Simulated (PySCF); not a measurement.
**SiB3H8N3**

The system: SiB3H8N3, a molecule; neutral, singlet. The structure, one conformer, was relaxed in the gas phase by PBE0-D3(BJ)/def2-SVP. No frequency run checks that it is a minimum.

SMILES: [SiH3]B1NBNBN1

```tsv
atom	x (Å)	y (Å)	z (Å)
N1	0.574	-1.085	0.017
B2	1.914	-0.686	0.307
N3	2.166	0.709	0.462
B4	1.139	1.690	0.344
N5	-0.181	1.228	0.053
B6	-0.503	-0.155	-0.122
Si7	-2.391	-0.754	-0.573
H8	0.387	-2.074	-0.090
H9	2.799	-1.502	0.417
H10	3.108	1.013	0.668
H11	1.373	2.868	0.485
H12	-0.919	1.915	-0.029
H13	-2.757	-2.032	0.122
H14	-2.552	-1.002	-2.044
H15	-3.406	0.283	-0.190
```

Shieldings: GIAO PBE0/pcSseg-1. Shifts are against computed references at the same level: H TMS (σ 31.27 ppm), Si TMS (σ 352.0 ppm). Core levels by delta-SCF with SCAN, pcX-2 on the ionised atom and pcseg-1 elsewhere, spin-free X2C (2p3/2 is the spin-free 2p value less a third of a first-order spin-orbit splitting); from the vacuum level, for chosen atoms.

Q: Give the shieldings and core levels atom by atom.

A: 
| atoms | bonded to | σ (ppm) | δ (ppm) | core level (eV) |
| --- | --- | --- | --- | --- |
| N1 | 2 B + 1 H | 108.3 | - | 1s 404.66 |
| B2 | 2 N + 1 H | 73.8 | - | 1s 195.83 |
| N3 | 2 B + 1 H | 118.7 | - | - |
| B4 | 2 N + 1 H | 73.8 | - | - |
| N5 | 2 B + 1 H | 106.8 | - | 1s 404.66 |
| B6 | 2 N + 1 Si | 68.1 | - | 1s 195.59 |
| Si7 | 1 B + 3 H | 458.6 | -106.6 | 2p3/2 106.15 |
| H8 | 1 N | 25.36 | 5.90 | - |
| H9 | 1 B | 26.53 | 4.74 | - |
| H10 | 1 N | 25.53 | 5.74 | - |
| H11 | 1 B | 26.53 | 4.74 | - |
| H12 | 1 N | 25.31 | 5.96 | - |
| H13 H14 H15 | 1 Si | 27.80 | 3.47 | - |

Values are those of this one static structure, with the three H of a rotating XH3 group averaged; atoms that internal rotation interchanges would show their mean in an NMR spectrum.

The core-hole states of B2, B6 are spin-contaminated (⟨S²⟩ 0.81, 0.80 against 0.75 for a pure doublet), so those values and differences from them are less sure.

Q: By CAM-B3LYP/def2-SVPD (TDDFT singlets, Tamm-Dancoff triplets, ionisation by delta-SCF), where does absorption start, and what does vertical ionisation take?

A: The lowest singlet lies at 6.46 eV (f 0.021), the strongest of the first 6 at 7.48 eV (f 0.164), the lowest triplet at 5.54 eV; vertical ionisation takes 10.18 eV.

The 3 runs behind this took 4.7 min in all, one thread each of Intel Xeon Platinum 8488C on a shared host, launched as `OMP_NUM_THREADS=1 python cluster_run.py task.json out`.
